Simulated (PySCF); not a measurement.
Choosing a molecule for a target property.

All species are isolated and taken at one optimised geometry, non-relativistic unless stated. Electronic properties by PySCF.

Dipoles, sizes and rotational constants follow the conformer. The torsions of the flexible species, by atom-mapped SMILES:
- `[CH2:1]=[CH:2][C@@:3]([F:4])([CH2:5][CH3:6])[SiH2:7][OH:8]`: C1–C2–C3–F4 10°, C2–C3–C5–C6 -56°, C2–C3–Si7–O8 61°, H–O8–Si7–C3 35°
- `[O:1]=[CH:2][O:3][c:4]1[cH:5][cH:6][cH:7][n+:8]([O-:9])[cH:10]1`: O1–C2–O3–C4 0°, C2–O3–C4–C5 4°
- `[CH:1]#[C:2][C@:3]1([CH3:4])[CH:5]=[C:6]1[O:7][CH:8]=[O:9]`: C5–C6–O7–C8 0°, C6–O7–C8–O9 1°

Question: Wanted: HOMO energy above -7.35 eV (PBE0/def2-SVPD) and HOMO–LUMO gap below 6 eV (PBE0/def2-SVPD), at GFN2-xTB geometries. Which candidate meets both?
A. `O=COc1ccc[n+]([O-])c1`
B. `CC#C[C@@H]1C=COC1=O`
C. `C#C[C@]1(C)C=C1OC=O`
D. `C=C[C@@](F)(CC)[SiH2]O`

Answer: A. Computed values:
```csv
species,HOMO energy,HOMO–LUMO gap
C#C[C@]1(C)C=C1OC=O,-7.51 eV,6.42 eV
CC#C[C@@H]1C=COC1=O,-7.41 eV,6.62 eV
C=C[C@@](F)(CC)[SiH2]O,-7.29 eV,7.20 eV
O=COc1ccc[n+]([O-])c1,-6.74 eV,5.16 eV
```
